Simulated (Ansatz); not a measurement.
`B[NH][AlH][Cl]`, charge 0, multiplicity 1.

**Question.** Give a relaxed structure at PBE0-D4/def2-TZVP (Ansatz). (Estimate.)

**Answer.** The calculation gave: 
Cartesian coordinates in Å:
```
B -0.3561 1.0091 -0.5115
N -0.6623 0.3560 0.6568
Al 0.3767 -1.0532 0.1952
Cl 2.3378 -1.1290 0.9491
H 0.3745 0.3081 -1.2544
H -0.6521 2.0882 -0.9195
H -1.2148 0.7447 1.4004
H -0.2038 -2.3238 -0.5162
```
